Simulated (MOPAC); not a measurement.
A run for MOPAC: PM7 on HORe (SMILES [OH][Re]), 2S+1 = 3, a spin state set in the input, which need not be the lowest.

```
PM7 1SCF PRECISE CHARGE=0 UHF MS=1 THREADS=1
HORe

Re    -0.94712428 1    -0.66604900 1    -0.82309727 1
O      0.42575610 1    -0.11840976 1     0.28691664 1
H      0.48819946 1     0.83183036 1     0.46586100 1
```

Program output:

```
*******************************************************************************
 **                                                                           **
 **                              MOPAC v23.2.5                                **
 **                                                                           **
 *******************************************************************************
 ** MOPAC's Digital Object Identifier: https://doi.org/10.5281/zenodo.6511958 **
 **                                                                           **
 ** Please cite the open-source release paper for use of this MOPAC version:  **
 ** J. E. Moussa and J. J. P. Stewart (2026)                                  **
 ** MOPAC: An open-source semiempirical molecular orbital program             **
 ** J. Open Source Softw., 11(119), 8025, https://doi.org/10.21105/joss.08025 **
 *******************************************************************************

                              PM7 CALCULATION RESULTS

 *******************************************************************************
 *  PM7        - The PM7 Hamiltonian to be used
 *  UHF        - UNRESTRICTED HARTREE-FOCK CALCULATION
 *
 *
 *
 *                 CHARGE ON SYSTEM = 0
 *
 *
 *
 *  MS=        - IN MECI, MAGNETIC COMPONENT OF SPIN =  1.0
 *  PRECISE    - TIGHTER CRITERIA TO BE USED
 *  1SCF       - DO 1 SCF AND THEN STOP
 *  THREADS=1  - MULTI-THREADING NOT USED
 *  T=         - A TIME OF 172800.0 SECONDS REQUESTED
 *  DUMP=N     - RESTART FILE WRITTEN EVERY 7200.0 SECONDS REQUESTED
 *******************************************************************************
PM7 1SCF PRECISE CHARGE=0 UHF MS=1 THREADS=1
 HORe

   ATOM   CHEMICAL          X               Y               Z
  NUMBER   SYMBOL      (ANGSTROMS)     (ANGSTROMS)     (ANGSTROMS)

     1      Re         -0.94712428  *  -0.66604900  *  -0.82309727  *
     2       O          0.42575610  *  -0.11840976  *   0.28691664  *
     3       H          0.48819946  *   0.83183036  *   0.46586100  *



          CARTESIAN COORDINATES

    NO.       ATOM           X           Y           Z

     1        Re         -0.9471     -0.6660     -0.8231
     2         O          0.4258     -0.1184      0.2869
     3         H          0.4882      0.8318      0.4659

 General Reference for PM7:
 "Optimization of Parameters for Semiempirical Methods VI: More Modifications to the
 NDDO Approximations and Re-optimization of Parameters", J. J. P. Stewart, J. Mol. Mod., 1:32, 19 (2013)
 https://link.springer.com/article/10.1007/s00894-012-1667-x

           Empirical Formula: H O Re  =     3 atoms



      MOLECULAR POINT GROUP   :   Cs


          UHF CALCULATION, NO. OF ALPHA ELECTRONS =    8
                           NO. OF BETA  ELECTRONS =    6

 -------------------------------------------------------------------------------
 PM7 1SCF PRECISE CHARGE=0 UHF MS=1 THREADS=1
 HORe



     1SCF WAS SPECIFIED, SO BFGS WAS NOT USED
     SCF FIELD WAS ACHIEVED


                              PM7 CALCULATION
                                                       MOPAC v23.2.5 Linux




          FINAL HEAT OF FORMATION =        148.63353 KCAL/MOL =     621.88269 KJ/MOL


          COSMO AREA              =         91.17 SQUARE ANGSTROMS
          COSMO VOLUME            =         79.65 CUBIC ANGSTROMS

          IONIZATION POTENTIAL    =          7.317477 EV
          ALPHA SOMO LUMO (EV)    =         -9.044 -0.351
          BETA  SOMO LUMO (EV)    =         -7.317 -0.634
          NO. OF ALPHA ELECTRONS  =          8
          NO. OF BETA  ELECTRONS  =          6
          MOLECULAR WEIGHT        =        203.2143         POINT GROUP:  Cs

          MOLECULAR DIMENSIONS (Angstroms)

            Atom       Atom       Distance
            H     3   Re     1     2.44238
            O     2    H     3     0.65515
           Re     1    O     2     0.00000


          SCF CALCULATIONS        =          1





   ATOM   CHEMICAL          X               Y               Z
  NUMBER   SYMBOL      (ANGSTROMS)     (ANGSTROMS)     (ANGSTROMS)

     1      Re         -0.94712428  *  -0.66604900  *  -0.82309727  *
     2       O          0.42575610  *  -0.11840976  *   0.28691664  *
     3       H          0.48819946  *   0.83183036  *   0.46586100  *

                             CARTESIAN COORDINATES

   1   Re       -0.947124280    -0.666049000    -0.823097270
   2    O        0.425756100    -0.118409760     0.286916640
   3    H        0.488199460     0.831830360     0.465861000


           Empirical Formula: H O Re  =     3 atoms



      MOLECULAR POINT GROUP   :   Cs


          ALPHA EIGENVALUES
 -29.19323 -17.90096 -13.99494 -13.32696  -9.91872  -9.35493  -9.17902  -9.04361
  -0.35120   0.89754   4.99595  67.81124  67.86308  67.95343


           BETA EIGENVALUES
 -29.54169 -17.51692 -13.69445 -13.51429  -8.47525  -7.31748  -0.63351  -0.01730
   0.21868   1.33877   5.03042  67.83533  68.01437  68.05123


              NET ATOMIC CHARGES AND DIPOLE CONTRIBUTIONS

  ATOM NO.   TYPE          CHARGE      No. of ELECS.   s-Pop       p-Pop       d-Pop
    1         Re           0.134518        6.8655     1.40178     0.00925     5.45446
    2          O          -0.425866        6.4259     1.81961     4.60626
    3          H           0.291348        0.7087     0.70865
 DIPOLE           X         Y         Z       TOTAL
 POINT-CHG.    -0.800     0.976    -0.467     1.345
 HYBRID        -0.314     0.138    -0.217     0.406
 SUM           -1.114     1.114    -0.684     1.718


          ATOMIC ORBITAL ELECTRON POPULATIONS

     Atom    s        px        py        pz      x^2-y^2     xz        z^2       yz        xy
    1 Re   1.40178   0.00414   0.00200   0.00310   1.00885   1.08767   0.81905   1.32461   1.21429
    2  O   1.81961   1.60609   1.35399   1.64617
    3  H   0.70865


                    (SZ)    =    1.000000
                    (S**2)  =    2.721621


          ATOMIC ORBITAL SPIN POPULATIONS

    Atom   Total    s     px     py     pz   x^2-y^2  xz     z^2    yz     xy
         Atomic
    1 Re  2.0473  0.479  0.000  0.000  0.000  0.769  0.189  0.387  0.085  0.138
    2  O -0.0715  0.009 -0.048  0.024 -0.056
    3  H  0.0242  0.024

 **********************
 *                    *
 * JOB ENDED NORMALLY *
 *                    *
 **********************




 == MOPAC DONE ==
```

The run finished. Its determinant has ⟨S²⟩ = 2.72, a mixture of spin states.

Cost: around 0.03 core-seconds (rough).
